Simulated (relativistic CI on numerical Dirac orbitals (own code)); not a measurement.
Hyperfine structure of Cs³³⁺, mass number 135

Method of calculation: Dirac-Coulomb-Breit CI, orbitals from a KLI potential per configuration, model QED (radiative potential, 1s self-energy scaled to tabulated hydrogen-like ionisation energies), unscaled Slater integrals (own radial code, finite nucleus).

Configurations in the expansion (outside the closed core [Ne]): 3s2.3p6.3d4, 3s2.3p5.3d5, 3s.3p6.3d5, 3s2.3p6.3d3.4s, 3s2.3p6.3d3.4p, 3s2.3p6.3d3.4d, 3s2.3p5.3d4.4s, 3s2.3p6.3d3.4f, 3s.3p6.3d4.4s, 3p6.3d5.4p, 3s2.3p6.3d3.5s, 3p6.3d6, 3p5.3d7, 3p5.3d6.4s, 3p6.3d5.4s, 3p5.3d5.4s2, 3s2.3p6.3d2.4s2, 3s2.3p6.3d.4s2.4p, 3s2.3p6.3d.4s2.4d. Double excitations out of closed p, d and f shells are left out; levels of such configurations are missing from the list, as are those of other unlisted configurations, and high levels can miss mixing partners.

Nuclear spin I = 7/2, μ = 2.7283 μN, Q = 0.048 b (tables of Stone and Pyykkö). The electronic factors are computed for point nuclear moments, without core polarisation or the Bohr-Weisskopf and QED corrections.

```csv
Level,E (cm⁻¹),A (MHz),B (MHz)
3s2.3p6.3d4 5D_1,88085,539.5,377
3s2.3p6.3d4 5D_2,139469,7830,448
3s2.3p6.3d4 5D_3,165149,12100,92
3s2.3p6.3d4 3G_3,266461,14120,198
3s2.3p6.3d4 3H_5,285480,15100,854
3s2.3p6.3d4 3P_1,298825,14750,0.872
3s2.3p6.3d4 3H_6,301380,15780,961
3s2.3p6.3d4 3G_4,326874,17050,-411
```

Levels with J = 0, under 50 % of one LS term, or S terms without an open s electron are left out. Small factors come from cancelling terms and can be off by tens of per cent or more.

At this charge energies of transitions that change n are usually good to better than 1 %, and those within a shell (Δn = 0) to a few per cent. Terms inside the open d or f shell come out 10 to 20 % too wide with unscaled integrals.

Problem. Give the hyperfine levels of 3s2.3p6.3d4 5D_2 relative to its centre of gravity.

Solution. With K = F(F + 1) − I(I + 1) − J(J + 1), E = AK/2 + B[¾K(K + 1) − I(I + 1)J(J + 1)]/[2I(2I − 1)J(2J − 1)]: F = 3/2: -70230, F = 5/2: -50850, F = 7/2: -23620, F = 9/2: 11590, F = 11/2: 54920 MHz.

LS names give the leading component of a level, which can be under half, so a name can repeat, a term be missing and a line seem to break the LS rules.
